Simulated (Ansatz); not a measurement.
Ideal-gas functions of triflate at 500 K and 1 bar, from an Ansatz frequency run at PBE0-D4/def2-TZVPD.

Molar mass 149.07 g/mol, point group C3v (symmetry number 3), electronic degeneracy 1, moments of inertia 184.1, 319.348, 319.349 u Å². Harmonic wavenumbers (cm⁻¹, unscaled): 65, 196, 196, 300, 343, 343, 518, 518, 574, 574, 644, 757, 1060, 1159, 1159, 1233, 1317, 1317.

Use S(trans) = R[1.5 ln M + 2.5 ln T − 1.1517]; rotational temperatures θ = 24.2544 K / I; S(rot) = R[ln(√π/σ · √(T³/θAθBθC)) + 1.5]; for each mode x = 1.438777 ν̃/T, S = R[x/(eˣ − 1) − ln(1 − e⁻ˣ)] and H = RT x/(eˣ − 1); 1 cm⁻¹ = 0.0119627 kJ/mol; R = 8.31446 J/(mol·K).

Q: By hand: the entropy, in J/(mol·K).

A: Translation 182.0. Rotation: θ = 0.1317, 0.0759, 0.0759 K, giving 115.5. Vibration, mode by mode: 22.27, 13.19, 13.19, 9.79, 8.75, 8.75, 5.72, 5.72, 5.03, 5.03, 4.28, 3.31, 1.66, 1.33, 1.33, 1.12, 0.92, 0.92, in all 112.3. Electronic 0.0. Sum 409.8 J/(mol·K).

Q: By hand: H − E and G − E in kJ/mol, counted from the electronic energy.

A: Zero-point energy ½ × 12273 × 0.0119627 = 73.4; thermal vibration 29.7; translation, rotation and pV give 4 RT = 16.6. H − E = 119.7 kJ/mol, and G − E = 119.7 − 500 × 409.8/1000 = -85.2 kJ/mol.

Vibration gives 27 % of the entropy, 22.3 J/(mol·K) of it from the mode under 150 cm⁻¹: soft modes count most, and the harmonic formula is weakest for them.
